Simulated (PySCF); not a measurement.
XPS shifts beside NMR shieldings

Species: AlMe2Ph, C8H11Al.
Cartesian coordinates in Å at the PBE0-D3(BJ)/def2-SVP level; atoms count from 1:
```
atom  x, y, z in Å
Al1    0.771    1.355    0.004
C2     2.700    1.318    0.351
H3     3.208    0.527   -0.226
H4     2.899    1.099    1.416
H5     3.197    2.274    0.121
C6    -0.225    3.004   -0.352
H7    -1.182    3.038    0.196
H8    -0.482    3.075   -1.424
H9     0.341    3.914   -0.097
C10   -0.207   -0.343    0.008
C11   -1.589   -0.398   -0.260
C12   -2.288   -1.604   -0.260
C13   -1.616   -2.796    0.012
C14   -0.248   -2.775    0.281
C15    0.442   -1.563    0.277
H16   -2.137    0.526   -0.474
H17   -3.360   -1.618   -0.472
H18   -2.160   -3.744    0.013
H19    0.282   -3.707    0.495
H20    1.517   -1.570    0.490
```

Binding energies: delta-SCF UKS SCAN, pcX-2 on the ionised atom, pcseg-1 elsewhere, spin-free X2C (PySCF 2.14.0). Shieldings: GIAO B3LYP/pcSseg-1 (pcSseg-2 on Al), non-relativistic, same geometry.

```
atom  isotropic shielding (ppm)
  C2                      190.2
 C10                       29.0
 C11                       34.7
 C12                       45.7
 C13                       42.1
```

Problem. What are the C 1s binding energies of these atoms?

Solution. 
```tsv
atom	environment	C 1s (eV)	isotropic shielding (ppm)
C10	carbon bonded to Al and 2 C	289.13	29.0
C2	carbon bonded to Al and 3 H	289.44	190.2
C11	carbon bonded to 2 C and H	289.95	34.7
C12	carbon bonded to 2 C and H	290.02	45.7
C13	carbon bonded to 2 C and H	290.09	42.1
```

By binding energy: C10 < C2 < C11 < C12 < C13. By shielding: C10 < C11 < C13 < C12 < C2.

Of atoms equivalent by bonding only the ionised one is listed; its partners' own values can differ in this conformer. Isolated species at its PBE0-D3(BJ)/def2-SVP geometry (one conformer only).
